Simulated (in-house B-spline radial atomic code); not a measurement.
Configurations of P²⁺, with energies counted from [Ne] 3s2 3p1. Computed with a radial B-spline atomic code at the basis-set limit: scalar-relativistic (X2C) HSE06, spin-polarised, spherical fractional occupations, exact exchange averaged over the configuration, Fermi nucleus of rms radius 3.1889 fm. Shells without spins written out take the highest spin.

Occupations are held fixed; configurations that lie above the ionisation limit could autoionise.

```csv
configuration,E - E(ref) (eV),highest orbital,its <r> (bohr)
[Ne] 3s1 3p2,6.737,3p up,1.926
[Ne] 3s2 4f1,22.129,4f up,5.726
[Ne] 3s1 3p1 4s1,22.398,4s up,3.97
[He] 2s2 2p5 3s2 3p2,131.25,3p up,1.788
[He] 2s2 2p5 3s2 3p1 4f1,157.62,4f up,5.616
```

(1) Order these further configurations by energy, lowest first.
A. [He] 2s2 2p5 3s2 3p1 4d1
B. [Ne] 3s2 3d1
C. [He] 2s2 2p5 3s2 3p1 3d1
D. [Ne] 3s1 3p1 4d1
E. [Ne] 3s2 4d1

## Answers

(1) B (12.761 eV), E (20.725 eV), D (28.802 eV), C (145.73 eV), A (155.7 eV).
